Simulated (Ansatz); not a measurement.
Reaction (substitution at a C–C bond): `C#CCCCCC` + `CN[Si](N)(F)F` → `CN[Si](F)(F)NC` + `C#CCCCC`

Program: Ansatz. Geometries: PBE0-D4/def2-TZVP. ΔE: electronic, gas phase. CCSD(T)/CBS adds triple-zeta CCSD(T) − MP2 to the extrapolated MP2 energy (def2 sets, frozen cores). Functionals use def2-TZVPP. One conformer a species, not always the lowest.

`C#CCCCCC`:

```xyz
19

C    -3.022   -0.305   -1.057
C    -1.981   -0.899   -0.989
C    -0.716   -1.607   -0.880
C    -0.047   -1.444    0.489
C     0.232   -0.002    0.884
C     1.181    0.734   -0.049
C     1.499    2.139    0.434
H    -3.946    0.217   -1.126
H    -0.887   -2.671   -1.077
H    -0.046   -1.256   -1.672
H    -0.686   -1.909    1.245
H     0.890   -2.012    0.474
H     0.651    0.006    1.896
H    -0.715    0.545    0.940
H     2.110    0.159   -0.151
H     0.745    0.791   -1.052
H     0.589    2.739    0.517
H     1.970    2.119    1.421
H     2.178    2.656   -0.248
```

`CN[Si](N)(F)F`:

Cartesian coordinates in Å:
```
C 1.899 -0.376 0.107
N 0.569 -0.240 -0.451
Si -0.860 0.007 0.402
N -2.017 0.712 -0.600
F -0.449 0.829 1.703
F -1.570 -1.290 0.995
H 2.634 0.171 -0.491
H 2.223 -1.421 0.177
H 1.917 0.046 1.113
H 0.486 -0.557 -1.403
H -2.999 0.559 -0.447
H -1.833 1.562 -1.105
```

`CN[Si](F)(F)NC`:

```xyz
15

C    -0.835    2.084    0.966
N    -0.241    0.767    0.856
Si    0.944    0.277   -0.235
F     0.741    1.202   -1.517
F     2.456    0.548    0.189
N     0.865   -1.384   -0.494
C    -0.318   -2.132   -0.865
H    -0.669    2.635    0.040
H    -0.408    2.672    1.786
H    -1.916    2.017    1.119
H    -0.404    0.174    1.654
H     1.731   -1.880   -0.628
H    -0.348   -2.374   -1.933
H    -1.207   -1.541   -0.636
H    -0.391   -3.066   -0.301
```

`C#CCCCC`:

```xyz
16

C     1.740    1.282   -2.218
C     0.633    1.049   -1.815
C    -0.699    0.771   -1.302
C    -0.712    0.425    0.188
C     0.044   -0.849    0.520
C     0.030   -1.166    2.005
H     2.718    1.489   -2.582
H    -1.335    1.643   -1.487
H    -1.134   -0.056   -1.876
H    -1.756    0.328    0.507
H    -0.288    1.262    0.751
H     1.076   -0.754    0.168
H    -0.394   -1.684   -0.041
H     0.495   -0.362    2.582
H    -0.991   -1.290    2.376
H     0.575   -2.088    2.222
```

```tsv
species	B2PLYP energy (Eh)
`C#CCCCCC`	-273.74651
`CN[Si](N)(F)F`	-640.43731
`CN[Si](F)(F)NC`	-679.71149
`C#CCCCC`	-234.45859
```

Q: Work out ΔE.

A: ΔE = (-679.71149) + (-234.45859) − (-273.74651) − (-640.43731) = 0.01374 Eh = +36.1 kJ/mol. CCSD(T)/CBS gives +40.6 kJ/mol.

Largest T1 diagnostic among the species: 0.010.

In def2-TZVPP, CCSD(T) changes the Hartree–Fock value by +6.6 kJ/mol (the triples alone add +0.6 kJ/mol) and MP2 by +10.0 kJ/mol.
